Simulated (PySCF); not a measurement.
# Fractional electron number in Cr (chromium, neutral)

The 4s alpha orbital of [Ar] 3d5 4s1 is emptied in steps (occupation f), with all orbitals relaxed, ending at [Ar] 3d5. Computed with PySCF 2.14 in aug-pcseg-2, with the non-relativistic Hamiltonian (point nucleus). The exact energy is a straight line in f; departures are measured from the line between the end points of the same method.

```
  f  TPSS (eV)
  1      0.000
0.9     -0.251
0.7     -0.591
0.5     -0.708
0.3     -0.599
0.1     -0.259
  0      0.000
```

| method | E(f=0) − E(f=1) (eV) | −ε at f=1 (eV) | −ε at f=0.5 (eV) |
| --- | --- | --- | --- |
| TPSS | 7.098 | 4.313 | 7.074 |

Orbital energy along the path (eV):

```
  f    TPSS
  1  -4.313
0.9  -4.854
0.7  -5.954
0.5  -7.074
0.3  -8.215
0.1  -9.388
  0  -9.992
```

Reference removal energy between the ground levels: 6.767 eV (measured; NIST Atomic Spectra Database, ionization energies).
